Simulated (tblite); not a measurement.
Calculated harmonic vibrations of the isolated species, GFN2-xTB (tblite), most abundant isotopes, no scaling. This tight-binding method is rough: wavenumbers can miss measured ones by several per cent, in bad cases by 10 to 20. Modes of hydrogen on silicon can be 10 to 20 % off. One conformer each. Open shells enter through the occupations alone, without spin polarisation, and single modes of such species can be off by tens of per cent. Thermal functions are those of the rigid rotor and harmonic oscillator, without mixing of conformers.

Question: Order these by their zero-point energy, highest first (kJ/mol).
A. `N#CCC[S-]`
B. `C=[C]C[Si@@H]1C[C@H]1C` [radical]
C. `C#C[P-]C1CC1`
D. `c1ccc2c(c1)C[C@H]2C(C)=C`
E. `C[C@@H]1OC(=O)C(=O)O[C@@H]1C`
F. `CC(C)[C@@H]1N=C[C@H](C)[C@H]1F`
G. `C#CC1=PC2=CC=CC=C2O1`

Answer: F (541.9), D (502.2), B (378.1), E (358.5), G (281.3), C (230.2), A (164.0).

```json
{"SMILES": "CC(C)[C@@H]1N=C[C@H](C)[C@H]1F", "atoms": "24", "mass (u)": "143.11", "symmetry number": "1", "modes under 300 cm⁻¹": "9", "ZPE (kJ/mol)": "541.9", "S translation (J/(mol K))": "170.8", "S rotation": "124.4", "S vibration": "135.0", "S spin": "0.0", "S": "430.2", "Cp": "178.2"}
{"SMILES": "C=C(C)[C@@H]1Cc2ccccc21", "atoms": "23", "mass (u)": "144.09", "symmetry number": "1", "modes under 300 cm⁻¹": "6", "ZPE (kJ/mol)": "502.2", "S translation (J/(mol K))": "170.8", "S rotation": "124.9", "S vibration": "115.6", "S spin": "0.0", "S": "411.3", "Cp": "172.1"}
{"SMILES": "C=[C]C[Si@@H]1C[C@H]1C", "atoms": "18", "mass (u)": "111.06", "symmetry number": "1", "modes under 300 cm⁻¹": "7", "ZPE (kJ/mol)": "378.1", "S translation (J/(mol K))": "167.6", "S rotation": "118.6", "S vibration": "120.9", "S spin": "5.8", "S": "412.9", "Cp": "155.1"}
{"SMILES": "C[C@@H]1OC(=O)C(=O)O[C@@H]1C", "atoms": "18", "mass (u)": "144.04", "symmetry number": "1", "modes under 300 cm⁻¹": "7", "ZPE (kJ/mol)": "358.5", "S translation (J/(mol K))": "170.8", "S rotation": "122.3", "S vibration": "107.1", "S spin": "0.0", "S": "400.3", "Cp": "156.7"}
{"SMILES": "C#Cc1oc2ccccc2p1", "atoms": "16", "mass (u)": "160.01", "symmetry number": "1", "modes under 300 cm⁻¹": "4", "ZPE (kJ/mol)": "281.3", "S translation (J/(mol K))": "172.2", "S rotation": "126.1", "S vibration": "92.7", "S spin": "0.0", "S": "391.0", "Cp": "155.8"}
{"SMILES": "C#C[P-]C1CC1", "atoms": "12", "mass (u)": "97.02", "symmetry number": "1", "modes under 300 cm⁻¹": "5", "ZPE (kJ/mol)": "230.2", "S translation (J/(mol K))": "165.9", "S rotation": "113.7", "S vibration": "74.8", "S spin": "0.0", "S": "354.5", "Cp": "113.6"}
{"SMILES": "N#CCC[S-]", "atoms": "9", "mass (u)": "86.01", "symmetry number": "1", "modes under 300 cm⁻¹": "3", "ZPE (kJ/mol)": "164.0", "S translation (J/(mol K))": "164.4", "S rotation": "108.9", "S vibration": "45.9", "S spin": "0.0", "S": "319.2", "Cp": "84.0"}
```

Entropies and Cp are for 298.15 K and 1 bar.
